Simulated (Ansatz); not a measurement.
`FC[SiH](F)F`. Charge 0, multiplicity 1. Geometry: relaxed with PBE0-D4/def2-TZVP. It is one conformer, not always the lowest.

```xyz
8

F    -1.560   -1.142    0.132
C    -0.269   -0.793    0.513
Si    0.287    0.697   -0.479
F     1.808    0.969   -0.111
F    -0.549    1.971   -0.045
H     0.389   -1.651    0.340
H    -0.267   -0.581    1.588
H     0.160    0.530   -1.938
```

(1) What is the dipole moment at ωB97M-V/def2-TZVPP? (Estimate.)

(2) And with PBE, r2SCAN, B3LYP? (Best estimate.)

(3) Give the Mulliken charges with ωB97M-V, PBE, B3LYP in def2-TZVPP. (An estimate is asked.)

Results:

(1) The calculation gave: 1.39 D, with components (0.89, -1.06, 0.08) D in this frame, pointing from negative to positive charge.

(2) Computed: PBE 1.32 D, r2SCAN 1.36 D, B3LYP 1.40 D.

(3) Ansatz gave: 
```tsv
atom	ωB97M-V	PBE	B3LYP
F1	-0.23	-0.20	-0.25
C2	-0.09	-0.05	-0.04
Si3	0.74	0.68	0.79
F4	-0.30	-0.27	-0.31
F5	-0.30	-0.27	-0.31
H6	0.11	0.10	0.10
H7	0.11	0.10	0.10
H8	-0.04	-0.08	-0.08
```

B3LYP here is the variant with VWN-RPA as its local correlation; programs differ in this.
